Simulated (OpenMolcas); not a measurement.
## F⁺: effect of the active space

```yaml
Program: OpenMolcas
Method: CASSCF or its RAS form
Basis: ANO-R2
Scalar_Hamiltonian: X2C, finite nucleus
Spin-orbit_coupling: state interaction with AMFI integrals over the reference wave functions, term energies averaged over their components
```

A. 4 electrons in 3 orbitals (2p); 2S+1 = 3 even, 3 roots; 2S+1 = 1 even, 6 roots; cost roughly 2.3 core-seconds
B. 6 electrons in 4 orbitals (2s 2p); 2S+1 = 3 even, 3 roots; 2S+1 = 1 even, 6 roots; 2S+1 = 3 odd, 3 roots; 2S+1 = 1 odd, 3 roots; cost of the order of 8 core-seconds
C. 6 electrons in 9 orbitals (RAS2 2s 2p; RAS3 3d, at most 2 electrons); 2S+1 = 3 even, 3 roots; 2S+1 = 1 even, 6 roots; 2S+1 = 3 odd, 3 roots; 2S+1 = 1 odd, 3 roots; cost of the order of 21 core-seconds

Energies in cm⁻¹ above 2s² 2p⁴ ³P₂, the measured ground level; measured values from NIST Handbook of Basic Atomic Spectroscopic Data.

| Level | A | B | C | Measured |
| --- | --- | --- | --- | --- |
| 2s² 2p⁴ ³P₂ | 0.0 | 0.0 | 0.0 | 0.0 |
| 2s² 2p⁴ ³P₁ | 319 | 319 | 316 | 341 |
| 2s² 2p⁴ ³P₀ | 473 | 472 | 469 | 490 |
| 2s² 2p⁴ ¹D₂ | 22802 | 22800 | 22227 | 20873 |
| 2s² 2p⁴ ¹S₀ | 56517 | 42371 | 47139 | 44918 |

Deviations, from unrounded energies. A percentage is the sum of absolute deviations over the sum of measured energies, with the sign that they share, or ± where signs differ.

```
                        Against measurement  Levels      A     B     C
             mean absolute deviation (cm-1)       4   3400  1100   910
      fine structure of the ground term (%)       2   -4.7  -4.8  -5.5
other terms of the ground configuration (%)       2  +20.6  ±6.8  +5.4
```

C lies closest to measurement on these levels and A furthest from it. The largest miss of C in the table is 2s² 2p⁴ ¹S₀, by +2200 cm-1. The ranking rests on the paired levels alone, and a cruder setting can come out closer through cancelling errors.

Among A to C the level of the table that moves most is 2s² 2p⁴ ¹S₀, by 14000 cm-1 (lowest in B, highest in A).

Without dynamic correlation excited terms often stand tens of per cent too high (terms of higher spin than the ground term too low), and those without a measured partner can miss by more than the paired ones. With the s shell closed, the reference lacks s² → p² mixing (holds for A). Active for correlation alone: 3d; no level in the range computed is led by a configuration that fills it, so any true level of that kind is missing (holds for C). Computed and measured levels are paired by configuration, term and J; levels that our copy of the source lacks, or whose pairing is in doubt (as where it misses far off the trend of its configuration), stay unpaired and out of the deviations. Levels of configurations outside the active space are missing. Levels that lie high or do not pair safely by name in every column are left out.
